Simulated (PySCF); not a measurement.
**A failing input for BeZn**

```python
from pyscf import gto, dft

mol = gto.M(
    atom='Be 0 0 0; Zn 0 0 2.15',
    basis='6-31g*',
    charge=0,
    spin=0,
    verbose=4,
)
mf = dft.RKS(mol, xc='bp86')
mf.level_shift = 5.0
mf.kernel()
mf.analyze()
print('orbital energies (hartree):', mf.mo_energy[..., max(0, mol.nelec[1]-3):mol.nelec[0]+3].round(4))
```

```bash
$ OMP_NUM_THREADS=1 python input.py
```

The log, shortened:

```
[earlier lines left out]
MO #10  energy= -3.01025770977451  occ= 2
MO #11  energy= -0.368268347762999 occ= 2
MO #12  energy= -0.353601768257262 occ= 2
MO #13  energy= -0.353601768159231 occ= 2
MO #14  energy= -0.346936531181455 occ= 2
MO #15  energy= -0.346935759863268 occ= 2
MO #16  energy= -0.285957910294286 occ= 2
MO #17  energy= -0.155670528173179 occ= 2
MO #18  energy= 4.89949472648659   occ= 0
MO #19  energy= 4.89949472655944   occ= 0
MO #20  energy= 4.92356128090708   occ= 0
[28 lines left out]
 ** Mulliken pop on meta-lowdin orthogonal AOs  **
 ** Mulliken pop  **
pop of  0 Be 1s           1.99980
pop of  0 Be 2s           1.93834
pop of  0 Be 3s           0.01648
pop of  0 Be 2px          0.01406
pop of  0 Be 2py          0.01406
pop of  0 Be 2pz          0.06954
pop of  0 Be 3px          0.00001
pop of  0 Be 3py          0.00001
pop of  0 Be 3pz          0.01651
pop of  0 Be 3dxy         0.00006
pop of  0 Be 3dyz         0.00177
pop of  0 Be 3dz^2        0.00401
[36 lines left out]
 ** Mulliken atomic charges  **
charge of    0Be =     -0.07649
charge of    1Zn =      0.07649
Dipole moment(X, Y, Z, Debye):  0.00013,  0.00011,  0.43260
orbital energies (hartree): [-0.3469 -0.286  -0.1557  4.8995  4.8995  4.9236]
```

Task: Which setting is at fault, why, and what does a mended input give?

Result: The level shift (hartree) (5): a shift this large makes the steps tiny. With this edit
```diff
- mf.level_shift = 5.0
```
the run finishes: E(SCF) = -1793.950735 Eh, 9 cycles, μz(SCF) = 0.40 D.

Stability towards an unrestricted solution was not tested. The bond length is a typed value, not an optimised one.
